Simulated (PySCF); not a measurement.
# ECD: `N#C[C@H]1C[C@@H]1[GeH2][Br]`, C$_{4}$H$_{6}$BrGeN

Cartesian coordinates in Å; atom numbers follow the order of the lines, from 1:
```xyz
13

N    -2.4647    2.4207   -0.3149
C    -1.4871    1.8264   -0.2792
C    -0.2932    1.0596   -0.2232
C     0.2632    0.6739    1.1183
C    -0.3982   -0.3684    0.2727
Ge    0.6402   -1.7849   -0.6146
Br    2.6817   -0.9123   -1.1095
H     0.4148    1.2894   -1.0151
H     1.3420    0.6697    1.2108
H    -0.2519    1.0186    2.0035
H    -1.3889   -0.6753    0.5885
H     0.8946   -2.9814    0.2723
H     0.0431   -2.2355   -1.9275
```

The calculation used TDDFT B3LYP/def2-SVPD circular dichroism and optical rotation, one conformer, gas phase in PySCF. Geometry: GFN2-xTB.

The molecule is flexible and this is one conformer; a measurement averages over conformers. The calculation is non-relativistic, which matters for the atoms heavier than Zn. Singlets 4 and 5 lie within 0.01 eV of each other, so their separate moments and overlaps can depend on how they mix.

Assign R or S to each stereocentre.

C3 R, C5 S.

List the lowest 16 singlet excitations with oscillator and rotatory strengths.

Rotatory strengths R in 10⁻⁴⁰ esu² cm², velocity form and length form (origin at the centre of mass); f in length form.
| state | E (eV) | λ (nm) | f | R (velocity) | R (length) | main |
| --- | --- | --- | --- | --- | --- | --- |
| 1 | 6.17 | 201 | 0.016 | +2.2 | +2.4 | HOMO→LUMO 0.54, HOMO−1→LUMO 0.43 |
| 2 | 6.24 | 199 | 0.020 | +0.8 | +0.6 | HOMO−1→LUMO 0.53, HOMO→LUMO 0.37 |
| 3 | 6.72 | 185 | 0.004 | -4.2 | -4.1 | HOMO−2→LUMO 0.85 |
| 4 | 7.15 | 173 | 0.021 | +25.0 | +25.5 | HOMO→LUMO+2 0.30, HOMO−3→LUMO 0.23 |
| 5 | 7.15 | 173 | 0.018 | -13.8 | -13.9 | HOMO−3→LUMO 0.64, HOMO→LUMO+2 0.18 |
| 6 | 7.26 | 171 | 0.026 | -27.5 | -28.0 | HOMO→LUMO+1 0.80 |
| 7 | 7.30 | 170 | 0.011 | +49.4 | +49.4 | HOMO−1→LUMO+1 0.89 |
| 8 | 7.37 | 168 | 0.002 | +0.9 | +0.9 | HOMO−1→LUMO+2 0.71, HOMO→LUMO+2 0.17 |
| 9 | 7.55 | 164 | 0.094 | +47.1 | +47.3 | HOMO→LUMO+3 0.21, HOMO→LUMO+2 0.19 |
| 10 | 7.58 | 164 | 0.008 | -18.2 | -18.2 | HOMO−2→LUMO+1 0.35, HOMO−2→LUMO+2 0.18 |
| 11 | 7.73 | 160 | 0.002 | -5.2 | -4.8 | HOMO−2→LUMO+2 0.27, HOMO→LUMO+3 0.14 |
| 12 | 7.78 | 159 | 0.021 | -9.8 | -9.2 | HOMO−2→LUMO+1 0.24, HOMO−3→LUMO+1 0.17 |
| 13 | 7.89 | 157 | 0.003 | +7.5 | +6.8 | HOMO→LUMO+4 0.45, HOMO→LUMO+3 0.21 |
| 14 | 7.95 | 156 | 0.016 | +14.2 | +14.3 | HOMO−1→LUMO+3 0.60, HOMO−1→LUMO+4 0.22 |
| 15 | 8.01 | 155 | 0.039 | +18.7 | +17.8 | HOMO−4→LUMO 0.37, HOMO→LUMO+5 0.21 |
| 16 | 8.04 | 154 | 0.055 | -60.0 | -59.0 | HOMO→LUMO+5 0.45, HOMO−4→LUMO 0.16 |

Among the states computed, the strongest CD band (largest |R|) is state 16. The largest dissymmetry factor in size, g = 4R/(D+G), with D and G the electric and magnetic dipole strengths, is +0.049 for state 7 (velocity form, f = 0.011), among bands with |R| over 0.5. The mirror image has the same energies and oscillator strengths and all R with the opposite sign.
